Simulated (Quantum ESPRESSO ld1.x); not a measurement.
Results of a calculation; reference values are marked as such.
Q: Pr39+, configuration [Ne] 3s1.5 3p6 3d2.5 (fractional occupations, a model configuration). Code: ld1.x of Quantum ESPRESSO 7.5. Model: scalar-relativistic Kohn-Sham, LDA (Slater exchange, Perdew-Zunger correlation), spin-polarised, spherical densities, point nucleus; open shells are filled with parallel spins first. Some entries of the table are withheld. Estimate them.

| orbital | occ. | eigenvalue (hartree) | <r> (bohr) | r(max) (bohr) |
|---|---|---|---|---|
| 1s up | 1 | -1614.0697 | 0.02411 | 0.015 |
| 1s down | 1 | -1614.0010 | 0.02411 | 0.015 |
| 2s up | 1 | -323.8502 | 0.1024 | 0.087 |
| 2s down | 1 | -323.4140 | 0.1023 | 0.087 |
| 2p up | 3 | -298.4452 | 0.08981 | 0.070 |
| 2p down | 3 | -298.0955 | 0.08972 | 0.070 |
| 3s up | 1 | -119.2773 | 0.2542 | 0.239 |
| 3s down | 0.5 | -118.7492 | 0.2547 | 0.239 |
| 3p up | 3 | -111.3633 | 0.2483 | 0.232 |
| 3p down | 3 | -110.8262 | 0.2488 | 0.232 |
| 3d up | 2.5 | -101.9052 | 0.2205 | 0.185 |
| 3d down | 0 | -101.2791 | 0.2210 | 0.185 |
| 4s up | 0 | -60.7315 | 0.4870 | (1) |
| 4s down | 0 | -60.5535 | 0.4881 | (2) |
| 4p up | 0 | -57.5519 | 0.4893 | 0.492 |
| 4p down | 0 | -57.3750 | 0.4906 | 0.492 |
| 4d up | 0 | -53.7706 | 0.4727 | 0.469 |
| 4d down | 0 | -53.5781 | 0.4742 | 0.469 |
| 4f up | 0 | -50.6497 | 0.4237 | 0.375 |
| 4f down | 0 | -50.3858 | 0.4261 | 0.375 |

A: 
(1) 4s up r(max) (bohr): 0.488
(2) 4s down r(max) (bohr): 0.488
